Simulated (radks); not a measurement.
Task: The table gives one normalised radial function P(r) = r R(r) of He+ in 1s1 (r in bohr). Calculated with a radial shooting solver on a logarithmic mesh with Libxc functionals: non-relativistic Kohn-Sham, LDA (Slater exchange, VWN5 correlation), spin-polarised, spherical densities, point nucleus; open shells are filled with parallel spins first; hard spherical wall at 20 bohr.

| r | P |
|---|---|
| 0.05545 | 0.0788 |
| 0.06104 | 0.0857 |
| 0.06773 | 0.0938 |
| 0.07455 | 0.1018 |
| 0.08206 | 0.1103 |
| 0.09106 | 0.1201 |
| 0.1002 | 0.1297 |
| 0.1103 | 0.1398 |
| 0.1224 | 0.1512 |
| 0.1348 | 0.1621 |
| 0.1495 | 0.1742 |
| 0.1646 | 0.1856 |
| 0.1812 | 0.1970 |
| 0.201 | 0.2092 |
| 0.2213 | 0.2201 |
| 0.2436 | 0.2303 |
| 0.2703 | 0.2403 |
| 0.2975 | 0.2482 |
| 0.3275 | 0.2543 |
| 0.3634 | 0.2584 |
| 0.4 | 0.2594 |
| 0.4439 | 0.2566 |
| 0.4886 | 0.2500 |
| 0.5378 | 0.2389 |
| 0.5967 | 0.2212 |
| 0.6569 | 0.1989 |
| 0.7231 | 0.1705 |
| 0.8023 | 0.1326 |
| 0.8831 | 0.0909 |
| 0.9799 | 0.0385 |
| 1.079 | -0.0159 |
| 1.187 | -0.0754 |
| 1.317 | -0.1442 |
| 1.45 | -0.2099 |
| 1.596 | -0.2758 |
| 1.771 | -0.3447 |
| 1.95 | -0.4033 |
| 2.146 | -0.4544 |
| 2.381 | -0.4986 |
| 2.621 | -0.5269 |
| 2.909 | -0.5422 |
| 3.202 | -0.5412 |
| 3.524 | -0.5259 |
| 3.911 | -0.4943 |
| 4.305 | -0.4531 |
| 4.739 | -0.4032 |
| 5.258 | -0.3428 |
| 5.788 | -0.2849 |
| 6.371 | -0.2282 |
| 7.069 | -0.1715 |
| 7.781 | -0.1259 |
| 8.634 | -0.0853 |
| 9.504 | -0.0564 |
| 10.46 | -0.0352 |
| 11.61 | -0.0196 |
| 12.78 | -0.0106 |

Which n and l does it have? It may be an empty orbital.

Result: n = 2, l = 0: the number of nodes gives n - l - 1 = 1, the rise at small r (about r^(l+1)) gives l, and the extent must fit the shell. The curve is that of 2s up; the table hardly tells the two spins apart. 2s up (empty): eigenvalue -5.806 eV, 1 radial node at r = 1.05 bohr, <r> = 3.70 bohr, 90 % of the charge inside 5.77 bohr.
